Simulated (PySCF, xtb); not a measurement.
[(Z)-prop-1-enyl]silane (C₃H₈Si), SMILES C/C=C\[SiH3].

Harmonic wavenumbers (cm⁻¹) from GFN2-xTB in xtb 6.7.1 at its own minimum, in rising order: 90, 121, 196, 299, 472, 547, 579, 711, 740, 797, 799, 806, 946, 980, 1037, 1071, 1243, 1344, 1400, 1473, 1479, 1687, 2223, 2231, 2250, 2991, 3000, 3007, 3029, 3052.

Q: What does PBE-D3(BJ)/def2-SVP in PySCF give at its own minimum? (The exact figures need the calculation; the answer reports its results.)

A: 43, 144, 173, 311, 465, 595, 604, 695, 732, 895, 911, 913, 923, 967, 1012, 1034, 1193, 1309, 1346, 1394, 1402, 1644, 2145, 2146, 2171, 2956, 3027, 3041, 3063, 3082. Paired by order, the mean absolute difference is 46 cm⁻¹ and the zero-point energies are 58.0 and 57.7 kcal/mol.
